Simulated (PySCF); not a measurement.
C₂H₁₂Si₄. Atoms are numbered in the order given.

```xyz
18

Si     3.1025     0.1357     0.0000
Si     0.8238    -0.4525     0.0000
C     -0.1051     0.2416    -1.5137
Si    -1.9786     0.0288    -1.1860
Si    -1.9786     0.0288     1.1860
C     -0.1051     0.2416     1.5137
H      3.8096    -0.3920    -1.2219
H      3.8096    -0.3920     1.2219
H      3.2270     1.6392     0.0000
H      0.6887    -1.9572     0.0000
H      0.1221     1.3262    -1.6006
H      0.2112    -0.2432    -2.4598
H     -2.4554    -1.2907    -1.7352
H     -2.7982     1.1238    -1.8197
H     -2.4554    -1.2907     1.7352
H     -2.7982     1.1238     1.8197
H      0.2112    -0.2432     2.4598
H      0.1221     1.3262     1.6006
```

Coordinates come from a PBE-D3(BJ)/def2-SVP optimisation. This is a generated structure with no PubChem entry under its InChIKey; it may be hypothetical. One conformer was computed; it need not be the lowest.

All values below come from PySCF with PBE0/pcSseg-1.

GIAO shieldings, no solvent; atoms listed in one row are averaged. δ = σ(ref) − σ: ²⁹Si against TMS (σ = 352.7 ppm); ¹³C against TMS (σ = 186.3 ppm); ¹H against TMS (σ = 31.56 ppm), references at their B3LYP-D3(BJ)/def2-TZVP geometries, non-relativistic.

```json
[
 {"nucleus": "²⁹Si", "atoms": "Si2", "count": "1", "δ (ppm)": "-26.1"},
 {"nucleus": "²⁹Si", "atoms": "Si4, Si5", "count": "2", "δ (ppm)": "-62.7"},
 {"nucleus": "²⁹Si", "atoms": "Si1", "count": "1", "δ (ppm)": "-100.3"},
 {"nucleus": "¹³C", "atoms": "C3, C6", "count": "2", "δ (ppm)": "-6.8"},
 {"nucleus": "¹H", "atoms": "H16, H14", "count": "2", "δ (ppm)": "4.58"},
 {"nucleus": "¹H", "atoms": "H10", "count": "1", "δ (ppm)": "4.48"},
 {"nucleus": "¹H", "atoms": "H13, H15", "count": "2", "δ (ppm)": "4.47"},
 {"nucleus": "¹H", "atoms": "H7, H8, H9", "count": "3", "δ (ppm)": "4.02"},
 {"nucleus": "¹H", "atoms": "H17, H12", "count": "2", "δ (ppm)": "0.81"},
 {"nucleus": "¹H", "atoms": "H18, H11", "count": "2", "δ (ppm)": "0.10"}
]
```
